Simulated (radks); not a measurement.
The germanium ion Ge7+, configuration [Ar] 3d7 (the NIST ground configuration).

Method: scalar-relativistic Kohn-Sham, SCAN, spin-polarised, spherical densities, finite nucleus; open shells are filled with parallel spins first; meta-GGA in the generalised Kohn-Sham scheme; Fermi nuclear charge, rms radius 4.0742 fm; computed with a radial shooting solver on a logarithmic mesh with Libxc functionals.

Energy parts (eV):
total: -56668.645
kinetic: 57711.747
electron-nucleus: -132997.854
Hartree: 20676.327
exchange-correlation: -2058.865

Orbitals (lengths in bohr, moments of r in powers of bohr; r(max) is where P^2 peaks):
\begin{tabular}{lrrrrrr}
orbital & occ. & eigenvalue (eV) & <1/r> & r(max) & <r^2> & <r> \\ \hline
1s up & 1 & -11138.95 & 32.37 & 0.03073 & 0.002975 & 0.04701 \\
1s down & 1 & -11138.92 & 32.38 & 0.03073 & 0.002975 & 0.04701 \\
2s up & 1 & -1534.591 & 7.120 & 0.1759 & 0.05193 & 0.2098 \\
2s down & 1 & -1530.567 & 7.133 & 0.1757 & 0.05174 & 0.2094 \\
2p up & 3 & -1357.211 & 6.964 & 0.1414 & 0.04139 & 0.1838 \\
2p down & 3 & -1354.219 & 6.975 & 0.1412 & 0.04120 & 0.1834 \\
3s up & 1 & -313.4373 & 2.363 & 0.5349 & 0.4175 & 0.6036 \\
3s down & 1 & -307.2962 & 2.347 & 0.5360 & 0.4216 & 0.6065 \\
3p up & 3 & -257.6946 & 2.229 & 0.5329 & 0.4412 & 0.6156 \\
3p down & 3 & -251.4973 & 2.211 & 0.5346 & 0.4472 & 0.6196 \\
3d up & 5 & -166.9207 & 1.990 & 0.4790 & 0.4734 & 0.6254 \\
3d down & 2 & -160.2833 & 1.968 & 0.4831 & 0.4892 & 0.6348 \\
\end{tabular}

The highest occupied level is 3d down at -160.28 eV. Summed over all electrons, <r^2> = 7.207 bohr^2, which gives a Langevin (diamagnetic) susceptibility term of -5.71 x 10^-6 cm^3/mol. The spin density at the nucleus is -1.512 e/bohr^3 (1s -0.107, 2s -5.395, 3s 3.991). Spin moment in Bohr magnetons: 3. The density falls to 0.001 e/bohr^3 at r = 1.94 bohr. The electron density at the nucleus is 3.206e+04 e/bohr^3 (large components only). For comparison, the ionisation energy in NIST's Atomic Spectra Database is 176 eV (theoretical). In exact Kohn-Sham theory the highest level is minus the ionisation energy, but local and semilocal functionals leave it too shallow, through self-interaction and a potential that decays too fast; potentials with the right tail come closer.
